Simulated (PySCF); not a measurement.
**ZrN from Hartree–Fock to correlated methods**

State: ²Σ⁺ (doublet), unpaired electrons σ ↑. Set-up: PySCF, spin-free X2C with a Gaussian nucleus, basis sets Zr x2c-TZVPPall, N x2c-TZVPPall. De refers to Zr (4d2 5s2) + N in their high-spin ground configurations, without counterpoise correction. The functionals are run spin-unrestricted. A positive dipole means Zr(−)N(+). Levels whose curve was spin-contaminated or gave no clean fit are not listed.

```
       Level  Re (Å)  ωe (cm⁻¹)  De (eV)  μ (D)
        ROHF   1.643       1159      n/a  -4.31
    ROHF-MP2   1.740        945      n/a    n/a
ROHF-SCS-MP2   1.730        961      n/a    n/a
   ROHF-CCSD   1.684       1069     5.25    n/a
ROHF-CCSD(T)   1.706       1005     5.80    n/a
         PBE   1.700       1023      n/a  -4.14
        BLYP   1.715        996      n/a  -4.37
      r²SCAN   1.690       1049      n/a  -4.11
        PBE0   1.674       1081      n/a  -4.21
     r²SCAN0   1.670       1093      n/a  -4.23
        MN15   1.668       1090      n/a  -4.22
     LC-ωPBE   1.651       1143      n/a  -4.09
```

(1) What does a quarter of exact exchange do here, going from PBE to PBE0?

(2) What does the step from GGA to meta-GGA do here, going from PBE to r²SCAN?

(3) What does a quarter of exact exchange do here, going from r²SCAN to r²SCAN0?

Correlated steps freeze 15 core orbitals. De is left out where the level can put another filling of the metal’s s and d shells below the measured ground configuration, by anything from nothing to about 1 eV. These are scalar-relativistic numbers at best; spin–orbit coupling would shift them, the dissociation energy most. With d or f electrons several states lie close, and the lowest PBE0 determinant need not be the measured ground state.

The whole job (state search and all levels along the bond) took about 23 min on 2 threads of Arm Neoverse V1 (shared host), peak memory 5.8 GiB.

## Answers

(1) PBE0 less PBE: -2.6 pm in Re, +5.7 % in ωe. Exact exchange removes part of the self-interaction that spreads semilocal densities, and in most molecules shortens and stiffens the bond and lowers De; so it does here.

(2) r²SCAN less PBE: -1.0 pm in Re, +2.5 % in ωe. 

(3) r²SCAN0 less r²SCAN: -2.0 pm in Re, +4.2 % in ωe. Exact exchange removes part of the self-interaction that spreads semilocal densities, and in most molecules shortens and stiffens the bond and lowers De; so it does here.
